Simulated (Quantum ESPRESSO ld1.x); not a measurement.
Problem. The table gives one normalised radial function P(r) = r R(r) of Se11+ in [Ar] 3d5 (r in bohr). Method: scalar-relativistic Kohn-Sham, LDA (Slater exchange, Perdew-Zunger correlation), spin-polarised, spherical densities, point nucleus; open shells are filled with parallel spins first; computed with ld1.x of Quantum ESPRESSO 7.5.

r,P
0.004077,0.0086
0.00456,0.0106
0.005142,0.0132
0.005751,0.0162
0.006433,0.0198
0.007195,0.0243
0.008048,0.0297
0.009002,0.0364
0.01007,0.0444
0.01135,0.0548
0.0127,0.0666
0.0142,0.0808
0.01589,0.0977
0.01777,0.1178
0.01987,0.1415
0.02223,0.1693
0.02506,0.2041
0.02803,0.2418
0.03136,0.2847
0.03507,0.3329
0.03923,0.3864
0.04388,0.4447
0.04908,0.5068
0.05533,0.5757
0.06189,0.6398
0.06923,0.7005
0.07743,0.7537
0.08661,0.7944
0.09687,0.8167
0.1084,0.8144
0.1222,0.7771
0.1366,0.7038
0.1528,0.5885
0.171,0.4292
0.1912,0.2271
0.2139,-0.0124
0.2392,-0.2793
0.2697,-0.5788
0.3017,-0.8514
0.3374,-1.0961
0.3774,-1.2928
0.4222,-1.4243
0.4722,-1.4798
0.5282,-1.4562
0.5955,-1.3501
0.6661,-1.1910
0.745,-0.9944
0.8333,-0.7834
0.9321,-0.5795
1.043,-0.4004
1.166,-0.2565
1.315,-0.1451
1.471,-0.0774
1.645,-0.0373
1.84,-0.0160

Which n and l does it have? It may be an empty orbital.

Solution. n = 3, l = 1: the number of nodes gives n - l - 1 = 1, the rise at small r (about r^(l+1)) gives l, and the extent must fit the shell. The curve is that of 3p down; the table hardly tells the two spins apart. 3p down: eigenvalue -412.26 eV, 1 radial node at r = 0.213 bohr, <r> = 0.547 bohr, 90 % of the charge inside 0.823 bohr.
